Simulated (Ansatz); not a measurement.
Species: sum formula FeOFH, net charge 0, quintet state. The spin state was set by rule; other spins were not relaxed. SMILES: [F][Fe][OH]
Structure (B3LYP-D3(BJ)/def2-TZVP (Ansatz, an electronic-structure program) minimum search):
```xyz
4

Fe     0.0098     0.0069    -0.0118
F      1.1358     0.9823    -0.9668
O     -1.1322    -1.0074     0.8995
H     -1.4195    -0.9617     1.8124
```
Charge 0, spin multiplicity 5.

Computed values are from Ansatz. Correlated levels leave the core frozen unless marked. UHF or UKS for open shells. No spin-orbit coupling. Frozen are the shells of the preceding noble gas and the d and f shells that filled before the atom's block. Non-relativistic. CBS(X,Y): correlation extrapolated as X^-3; Hartree-Fock from the larger set. [CCSD(T)-MP2]/basis is that difference in the basis named.

```
Property                                                                                                             Result
------------------------------------------  -------------------------------------------------------------------------------
atomisation energy De                       325.0 kcal/mol at RI-MP2/CBS(def2-TZVPPD,def2-QZVPPD)+[CCSD(T)-MP2]/def2-TZVPPD
vertical ionisation energy (to the sextet)        10.11 eV at RI-MP2/CBS(def2-TZVPPD,def2-QZVPPD)+[CCSD(T)-MP2]/def2-TZVPPD
total energy                                 -1438.3622 Eh at RI-MP2/CBS(def2-TZVPPD,def2-QZVPPD)+[CCSD(T)-MP2]/def2-TZVPPD
dipole moment                                                                                   1.92 D at CCSD(T)/def2-SVPD
T1 diagnostic                                                                                     0.025 at CCSD/def2-TZVPPD
```
